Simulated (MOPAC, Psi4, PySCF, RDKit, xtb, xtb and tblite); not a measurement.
Two geometries of SMILES CC[SiH2]N (C2H9NSi), relaxed at GFN2-xTB with one dihedral held; other torsions can differ between them too.

Structure A

```
13

C     -1.9278     0.1542     0.0547
C     -0.5423     0.5610     0.5391
Si     0.8025    -0.6775     0.0244
N      2.3040    -0.0055     0.5505
H     -2.6803     0.8810     0.3588
H     -2.2087    -0.8147     0.4622
H     -1.9465     0.0801    -1.0304
H     -0.3010     1.5477     0.1415
H     -0.5659     0.6658     1.6258
H      0.9255    -0.7708    -1.4318
H      0.4735    -2.0069     0.5716
H      2.4306     0.1711     1.5349
H      3.1484    -0.4139     0.1827
```

Structure B

```
13

C     -1.9373     0.1399     0.0185
C     -0.5671     0.5909     0.5061
Si     0.8041    -0.6517     0.0781
N      2.2325    -0.0582     0.8341
H     -2.7060     0.8685     0.2744
H     -2.2089    -0.8121     0.4691
H     -1.9376     0.0126    -1.0620
H     -0.3411     1.5656     0.0686
H     -0.6064     0.7396     1.5863
H      0.8905    -0.7772    -1.3888
H      0.5536    -1.9741     0.6581
H      2.3612     0.9304     0.9698
H      3.1145    -0.5079     0.6594
```

### Question
Which is lower in energy at the level DF-MP2 (frozen core)/cc-pVTZ // GFN2-xTB run with Psi4, and by how much?

### Answer
A is lower, by 0.43 kcal/mol (dihedral C2–Si3–N4–H12: 60° in A, -30° in B).

E(B) − E(A) in kcal/mol at the other levels, on the same two geometries: GFN2-xTB (xtb and tblite) -0.02; MMFF94 // GFN2-xTB (RDKit) 1.30; PBE/def2-TZVP // GFN2-xTB (Psi4) 0.48; PBE-D3(BJ)/def2-TZVP // GFN2-xTB (Psi4) 0.46; HF/cc-pVTZ // GFN2-xTB (Psi4) 0.21; UFF // GFN2-xTB (RDKit) 2.11; PM3, restricted, heats of formation // GFN2-xTB (MOPAC) 0.99; PM6, restricted, heats of formation // GFN2-xTB (MOPAC) -1.19; GFN1-xTB // GFN2-xTB (xtb) -0.71; restricted B3LYP/6-31G*, spherical d // GFN2-xTB (PySCF) 0.55; restricted MP2 (frozen core)/6-31G*, spherical d // GFN2-xTB (PySCF) 0.47; restricted Hartree-Fock/STO-3G // GFN2-xTB (PySCF) 0.76; restricted B3LYP/6-311+G**, spherical d, density fitting // GFN2-xTB (PySCF) 0.32.

MMFF94 has few fitted parameters for silicon.
